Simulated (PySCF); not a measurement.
heptafluorocyclopentane (C5H3F7), SMILES FC1CC(F)(F)C(F)(F)C1(F)F.

Geometry: PBE0-D3(BJ)/def2-SVP. Other conformers were not sampled.

All values below come from PySCF with PBE/def2-SVP.

The molecule is in vacuum.

### Question
Estimate the frontier levels, gap, dipole moment and polarisability. (An estimate is asked for; the answer gives what the named calculation found.)

### Answer

The highest occupied level is -7.41 eV. The lowest empty level is -0.56 eV and the orbital gap comes out as 6.84 eV. The dipole moment comes out as 2.80 D. The quadrupole, principal values (traceless, Buckingham form, about the centre of nuclear charge) comes out as -5.47, -2.44, 7.91 D·Å and the mean static polarisability is 50.8 bohr³ (7.53 Å³). The polarisability, principal values is 49.0, 51.7, 51.9 bohr³.
